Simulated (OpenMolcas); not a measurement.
Au4+ among 5 point charges of -1 e arranged as a square pyramid (C4v), 1.93 Å from the ion, with the axial distance 2.297 Å.
```
   1.9300    0.0000    0.0000  -1.00
   0.0000    1.9300    0.0000  -1.00
  -1.9300    0.0000    0.0000  -1.00
   0.0000   -1.9300    0.0000  -1.00
   0.0000    0.0000    2.2967  -1.00
```

- Program: OpenMolcas
- Method: CASSCF
- Basis: ANO-RCC-VDZP [7s6p4d2f]
- Scalar Hamiltonian: DKH2, point nucleus
- Active space: 7 electrons in 5 orbitals (5d)
- State averaging: 2S+1 = 4 even, 10 roots; 2S+1 = 2 even, 40 roots
- Spin-orbit coupling: state interaction with AMFI integrals over the reference wave functions

What is the spin-free ground state?

A state of multiplicity 4, 1-fold in its orbital part, 95 % from free-ion F terms; it has the highest spin that d7 allows.

Where is the first state of the same spin?

A 2-fold state lies at 1380 cm-1 above the ground state.

What are the lowest two levels with spin-orbit coupling?

A 2-fold level with g = 1.29, 6.38, 6.38, then a 2-fold level 669.3 cm-1 above it. Their leading multiplicities are 4 (86 %) and 4 (86 %).

What is χT at 300 K?

3.92 cm3 K/mol.

Spin-orbit coupling mixes the spin-free states strongly: the lowest level takes only 47 % from its leading state, 2S+1 = 4. Without dynamic correlation the repulsion within the d shell is too large (B by tens of per cent), so at a given field states of lower spin stand too high. This shell can be high or low spin here, a state of another spin lies low, and with metal d orbitals alone active their balance is uncertain, so the ground spin may be wrong. Point charges give a weaker field than real ligands, and real ions of this kind are as a rule low spin; the high spin found here belongs to the model. This is an electrostatic model: the charges have no orbitals. An unlabelled pair can be two single states that coincide in this model. No measured value stands beside these numbers.
